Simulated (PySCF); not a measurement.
Species: C6H9ClO.
Atom-mapped SMILES: `[CH3:1][CH2:2][C@@H:3]1[CH2:4][C@H:5]1[C:6](=[O:7])[Cl:8]`

Geometry (GFN2-xTB, Å), atoms numbered from 1 in this order:
```
atom  x, y, z in Å
C1    -1.898    0.832   -0.753
C2    -1.315   -0.534   -0.404
C3     0.192   -0.507   -0.416
C4     0.997   -1.409    0.440
C5     0.913    0.063    0.802
C6     2.084    0.889    0.547
O7     2.917    0.763   -0.291
Cl8    2.181    2.261    1.681
H9    -2.984    0.796   -0.745
H10   -1.570    1.143   -1.742
H11   -1.570    1.579   -0.034
H12   -1.659   -1.275   -1.130
H13   -1.669   -0.844    0.582
H14    0.626   -0.230   -1.369
H15    1.945   -1.763    0.067
H16    0.489   -2.095    1.101
H17    0.313    0.345    1.655
```

Probes without a nucleus sit at each ring's centroid and 1 Å off its mean plane on both sides; NICS is minus the shielding there, NICSzz its component along the normal. Level: GIAO PBE0/pcSseg-1 (PySCF, non-relativistic, gas phase) on the GFN2-xTB geometry, one conformer.

Ring bond lengths (Å), with Mayer bond orders in brackets: C3–C4 1.482 (0.97), C4–C5 1.518 (0.91), C5–C3 1.525 (0.85).

**Question.** Give the NICS values of each ring in ppm.

**Answer.** 
| ring | type | NICS(0) | NICS(1), two faces | NICS(1)zz, two faces | rms pucker (Å) | centre to ring atoms, mean (Å) |
| --- | --- | --- | --- | --- | --- | --- |
| C3–C4–C5 | 3-membered carbocycle; formal bonds all single | -44.5 | -8.8 / -8.2 | -21.6 / -21.9 | 0.00 | 0.87 |

**Question.** What can be read from them?

**Answer.** 
- C3–C4–C5: mean NICS(1)zz -21.7 ppm, shielded. C3, C4, C5 have four or more neighbours; no verdict on aromaticity is drawn. NICS(0) lies 36 ppm below the mean NICS(1).

**Question.** What is the mean of the two in-plane components of NICS at the second NICS(1) probe listed for ring C3–C4–C5, 1 Å off the ring?

**Answer.** The isotropic value is a third of the trace: (3 × -8.2 − (-21.9))/2 = -1.3 ppm.

**Question.** What are the shieldings of the ring atoms and their hydrogens in the same run (means over atoms taken as equivalent)?

**Answer.** 
```json
{"atoms": "C3", "environment": "three-membered-ring carbon", "σ isotropic (ppm)": "150.1", "principal values of the symmetric part, first atom (ppm)": "115.2, 150.1, 185.2"}
{"atoms": "C4", "environment": "three-membered-ring carbon", "σ isotropic (ppm)": "162.5", "principal values of the symmetric part, first atom (ppm)": "142.7, 159.4, 185.4"}
{"atoms": "C5", "environment": "sp3 carbon next to a carbonyl", "σ isotropic (ppm)": "153.9", "principal values of the symmetric part, first atom (ppm)": "119.2, 129.9, 212.7"}
{"atoms": "H14", "environment": "methine hydrogen", "σ isotropic (ppm)": "30.17", "principal values of the symmetric part, first atom (ppm)": "24.8, 29.2, 36.6"}
{"atoms": "H15", "environment": "methylene hydrogen", "σ isotropic (ppm)": "30.21", "principal values of the symmetric part, first atom (ppm)": "25.2, 27.0, 38.5"}
{"atoms": "H16", "environment": "methylene hydrogen", "σ isotropic (ppm)": "30.71", "principal values of the symmetric part, first atom (ppm)": "25.6, 27.4, 39.1"}
{"atoms": "H17", "environment": "methine hydrogen", "σ isotropic (ppm)": "30.02", "principal values of the symmetric part, first atom (ppm)": "23.9, 30.7, 35.5"}
```

The run took 30 s of wall time on one thread of an Intel Xeon Platinum 8488C, shared host with 192 logical CPUs at a one-minute load of 30, and the process peaked at 0.84 GiB of memory. This is the whole shielding run at PBE0/pcSseg-1, SCF included.
